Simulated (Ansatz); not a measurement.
Abridged output of a molecular run in Ansatz:

```
Functional definition: HF
1441 factors; integrals over basis functions are off by at most 1.1e-3 eV
mean field evaluation 1: about -61131.7485 eV, gradient 4.2e1 eV
mean field evaluation 2: about -61131.9650 eV, gradient 4.2e1 eV
mean field evaluation 4: about -61135.6993 eV, gradient 4.5e0 eV
mean field evaluation 8: about -61135.7588 eV, gradient 2.7e-1 eV
mean field evaluation 16: about -61135.7593 eV, gradient 2.7e-6 eV
mean field -61135.75929965 eV, -2246.6977149560 hartree, gradient 2.7e-6 eV, S^2 0.000000; 0 other end points of the search recorded, 0 dependent functions left out
12 core orbitals not correlated: weight in the atoms' cores, before any rotation towards them, 1.000 or more for the frozen orbitals, at most 0.000 for the correlated occupied ones
reference -61135.75929965 eV, -2246.6977149560 hartree; 18, 18 occupied and 209, 209 virtual orbitals, 1441 factors
second order -24.23094968 eV of doubles, -0.00000000 eV of singles
cycle   1  -24.24256943 eV  change   -1.2e-2 eV  update   1.1e-1
cycle   2  -24.91535157 eV  change   -6.7e-1 eV  update   3.3e-2
cycle   3  -25.04922554 eV  change   -1.3e-1 eV  update   1.7e-2
cycle   4  -25.03449661 eV  change    1.5e-2 eV  update   3.9e-3
cycle   5  -25.03346669 eV  change    1.0e-3 eV  update   1.9e-3
cycle   6  -25.03416293 eV  change   -7.0e-4 eV  update   5.9e-4
cycle   7  -25.03391338 eV  change    2.5e-4 eV  update   2.6e-4
cycle   8  -25.03383059 eV  change    8.3e-5 eV  update   8.3e-5
cycle   9  -25.03385578 eV  change   -2.5e-5 eV  update   3.1e-5
perturbative correction -0.91998321 eV, -0.0338087595 hartree
Total energy: -61161.71313864 eV, -2247.6515009470 hartree
```

Its atoms:

```xyz
11

N     0.936    1.741   -0.855
C    -0.035    0.762   -0.514
O     0.500   -0.253    0.324
Ge   -0.574   -1.571    0.857
H     1.715    1.318   -1.344
H     1.300    2.189   -0.023
H    -0.419    0.316   -1.442
H    -0.870    1.263   -0.006
H    -1.111   -2.319   -0.380
H    -1.750   -0.975    1.656
H     0.307   -2.471    1.727
```

Task: Which basis set was used?
A. def2-TZVPP
B. def2-QZVPP
C. def2-TZVPPD
D. def2-SVPD

Result: A. It gives 239 functions.

Task: Write the keys of the input that set method, charge and spin (a neutral closed shell needs none for the last two).

Result: 
```yaml
correlation: {method: ccsd_t}
```
